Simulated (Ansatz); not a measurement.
Relaxation of a periodic cell of 17 atoms, LiSi16 (host Si, host structure diamond, interstitial Li), cell charge +1, to a largest force component of 0.03 eV/Å in at most 60 steps.

All numbers below come from Ansatz, DFT PBE, scalar-relativistic, plane waves, PAW. Settings: PAW set soft_1, cutoff 420 eV, k mesh 2x2x2, gaussian smearing 0.02 eV, no spin polarisation.

```xyz
17
Lattice="0.0000 5.4300 5.4300 5.4300 0.0000 5.4300 5.4300 5.4300 0.0000" Properties=species:S:1:pos:R:3:forces:R:3
Si 0.000 0.000 0.000 -0.38 1.46 -0.37
Si 1.357 1.357 1.357 0.18 0.05 0.17
Si 2.715 2.715 0.000 -0.06 -0.16 -0.17
Si 4.072 4.072 1.357 -1.34 0.26 0.30
Si 2.715 0.000 2.715 -0.03 -0.03 -0.02
Si 4.072 1.357 4.072 -0.21 -0.20 -0.22
Si 5.430 2.715 2.715 -0.25 -0.28 1.19
Si 6.787 4.072 4.072 0.16 0.17 0.06
Si 0.000 2.715 2.715 -0.17 -0.16 -0.06
Si 1.357 4.072 4.072 0.33 0.31 -1.44
Si 2.715 5.430 2.715 0.22 0.23 0.22
Si 4.072 6.787 4.072 0.03 0.02 0.04
Si 2.715 2.715 5.430 1.28 -0.32 -0.28
Si 4.072 4.072 6.787 0.05 0.17 0.16
Si 5.430 5.430 5.430 -0.15 -0.06 -0.16
Si 6.787 6.787 6.787 0.22 -1.18 0.23
Li 6.121 8.869 6.103 0.12 -0.29 0.34
```

Q: Where does it end, and by what steps?

A: It converged. Limits of this set-up: coarse k mesh, a small cell, in which the defect meets its images, charged cell in a uniform background, uncorrected. After 8 steps the energy has fallen by 0.988 eV; Li17 moved furthest, 1.08 Å. Joined: Si2–Li17 (3.48 → 2.74 Å), Si5–Li17 (3.50 → 2.39 Å), Si8–Li17 (3.52 → 2.73 Å), Si14–Li17 (3.51 → 2.73 Å).

```csv
step,energy less start (eV),largest force component (eV/Å),accepted
0,0.0000,1.464,yes
1,-0.3389,0.450,yes
2,-0.4063,0.105,yes
3,-0.4819,0.324,yes
4,-0.6165,0.410,yes
5,-0.7716,0.365,yes
6,-0.9121,0.231,yes
7,-0.9856,0.036,yes
8,-0.9878,0.009,yes
```

```xyz
17
Lattice="0.0000 5.4300 5.4300 5.4300 0.0000 5.4300 5.4300 5.4300 0.0000" Properties=species:S:1:pos:R:3
Si -0.063 -0.012 -0.064
Si 1.319 1.342 1.318
Si 2.685 2.668 -0.050
Si 4.012 4.034 1.316
Si 2.702 -0.011 2.701
Si 4.034 1.321 4.033
Si 5.367 2.654 2.700
Si 6.749 4.035 4.054
Si -0.049 2.668 2.684
Si 1.317 4.034 4.011
Si 2.683 5.400 2.682
Si 4.031 6.748 4.030
Si 2.701 2.654 5.366
Si 4.055 4.036 6.747
Si 5.381 5.402 5.380
Si 6.747 6.729 6.746
Li 6.750 9.467 6.749
```

The run took 110 s on 1 thread of Arm Neoverse N1, with other jobs on the host, peak memory 0.52 GiB.
